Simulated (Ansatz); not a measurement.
Relaxation of B(PF3)H3 (BPH₃F₃) with RKS B3LYP-D4/def2-SVP.

```sh
$ ansatz run in.yaml --threads 4 --pin off --events-out ev --progress --plain --max-ram 3916MiB
```

```yaml
crystal:
  periodic: [false, false, false]
  atoms:
    - {symbol: B, position_ang: [-0.003560, 0.003880, -1.137220]}
    - {symbol: P, position_ang: [-0.003910, -0.001500, 0.732530]}
    - {symbol: F, position_ang: [-1.338070, 0.088620, 1.583540]}
    - {symbol: F, position_ang: [0.757690, 1.109800, 1.567980]}
    - {symbol: F, position_ang: [0.593590, -1.214500, 1.560560]}
    - {symbol: H, position_ang: [1.140040, -0.042880, -1.430190]}
    - {symbol: H, position_ang: [-0.532040, 1.017240, -1.435490]}
    - {symbol: H, position_ang: [-0.613720, -0.960660, -1.441710]}
basis:
  gaussian: {orbitals: def2-SVP}
hamiltonian: {xc: {name: B3LYP}, dispersion: d4}
scf: {omitted_lower_state_checks: [starts]}
output: {orbitals: {seedname: orbitals}}
relax: {f_tol: 0.02, max_steps: 100}
```

It took 23 s on 4 threads of Intel Xeon on a shared host.

Positions (Å) and forces (eV/Å) at steps 1, 2, 3, 4, 5 of 5:

```xyz
8
step=1 energy=-18157.1701 eV
B    -0.004    0.004   -1.137   -0.028    0.001    0.374
P    -0.004   -0.002    0.733    0.075   -0.029    2.042
F    -1.338    0.089    1.584   -0.468    0.039   -0.795
F     0.758    1.110    1.568    0.232    0.386   -0.788
F     0.594   -1.214    1.561    0.185   -0.400   -0.796
H     1.140   -0.043   -1.430    0.835   -0.037   -0.002
H    -0.532    1.017   -1.435   -0.382    0.743   -0.017
H    -0.614   -0.961   -1.442   -0.449   -0.703   -0.017
8
step=2 energy=-18157.3312 eV
B    -0.004    0.004   -1.132   -0.012   -0.001    0.217
P    -0.002   -0.002    0.729    0.025   -0.013    1.301
F    -1.365    0.089    1.532   -0.097    0.007   -0.449
F     0.771    1.134    1.519    0.041    0.077   -0.444
F     0.607   -1.238    1.512    0.035   -0.071   -0.449
H     1.175   -0.047   -1.380    0.217   -0.013   -0.062
H    -0.547    1.050   -1.387   -0.093    0.194   -0.056
H    -0.635   -0.989   -1.392   -0.115   -0.180   -0.058
8
step=3 energy=-18157.3714 eV
B    -0.004    0.004   -1.108    0.006   -0.001   -0.023
P    -0.001   -0.002    0.750    0.005   -0.004    0.295
F    -1.388    0.086    1.504    0.137   -0.010   -0.108
F     0.779    1.155    1.494   -0.078   -0.111   -0.098
F     0.621   -1.256    1.487   -0.059    0.124   -0.098
H     1.183   -0.052   -1.372   -0.033   -0.001    0.011
H    -0.546    1.061   -1.374    0.012   -0.024    0.011
H    -0.644   -0.995   -1.381    0.010    0.026    0.011
8
step=4 energy=-18157.3727 eV
B    -0.004    0.004   -1.107    0.003    0.000    0.018
P     0.000   -0.002    0.751   -0.004    0.000    0.058
F    -1.387    0.084    1.498    0.045   -0.005   -0.019
F     0.777    1.156    1.490   -0.026   -0.037   -0.016
F     0.622   -1.255    1.483   -0.018    0.043   -0.016
H     1.182   -0.055   -1.369   -0.006   -0.002   -0.012
H    -0.544    1.061   -1.370    0.004   -0.003   -0.006
H    -0.646   -0.993   -1.376    0.001    0.005   -0.007
8
step=5 energy=-18157.3729 eV
B    -0.003    0.004   -1.106    0.002    0.000   -0.003
P     0.000   -0.002    0.753    0.003    0.000   -0.016
F    -1.387    0.082    1.498   -0.003   -0.001    0.000
F     0.774    1.156    1.492    0.001    0.004    0.005
F     0.623   -1.253    1.484    0.003   -0.003    0.005
H     1.182   -0.057   -1.373   -0.004   -0.001    0.003
H    -0.542    1.061   -1.371    0.001   -0.001    0.002
H    -0.648   -0.991   -1.377   -0.002    0.003    0.003
```
